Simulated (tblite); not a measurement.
C4H4ClSi2 (doublet state).
Cartesian coordinates in Å at the GFN2-xTB level; atoms count from 1:
```xyz
11
C4H4ClSi2 angstrom
C      3.5436   -0.2213    1.6751
C      2.8069   -0.0377    0.7373
Si     1.7534    0.4574   -0.6695
Cl     2.5732    0.0349   -2.4808
C     -0.0171    0.0885   -0.4944
C     -1.2304    0.0257   -0.4003
Si    -3.0572   -0.1822   -0.2477
H      4.1757   -0.4296    2.4892
H     -3.5229    0.6726    0.8475
H     -3.6622    0.2232   -1.5191
H     -3.3576   -1.5890    0.0367
```

Computed with GFN2-xTB (tblite): harmonic, unscaled wavenumbers at the GFN2-xTB geometry, gas phase. Against measured fundamentals such values can be off by several per cent, at times by over 20. Modes of hydrogen on silicon can be 10 to 20 % off. Open shells enter through the occupations alone, without spin polarisation, and single modes of such species can be off by tens of per cent. The optimisation stopped once no atom felt more than 0.01 eV/Å.

Lowest wavenumbers of the output (negative numbers stand for imaginary wavenumbers):
```
mode    cm-1
  1     -28.0
  2      44.7
  3      63.6
  4      89.6
  5     138.1
  6     157.6
  7     235.6
  8     257.2
  9     271.3
 10     279.7
```

Question: Is this structure a minimum?

Answer: Not by this Hessian. 1 mode is imaginary beyond 20i (28i cm⁻¹), so at this level the point lies at or near a first-order saddle. The curvature is small, so loose convergence or finite differences may be the whole cause.

Question: Which atoms move in the imaginary mode?

Answer: 28i: H9 (hydrogen on silicon) 33 %, H10 (hydrogen on silicon) 33 %, H11 (hydrogen on silicon) 32 %. These are shares of the mass-weighted motion.

Question: What is the remedy?

Answer: Step along that mode in both directions, optimise again with tighter thresholds and repeat the frequencies. The zero-point energy of this point (33.1 kcal/mol) counts the 26 real modes alone, and thermal corrections from it aren't those of a minimum.

Time: 0.45 s wall. Hardware: Intel Xeon Platinum 8488C, one thread, shared host with 96 logical CPUs at a one-minute load of 26. This covers the Hessian and the dipole derivatives.
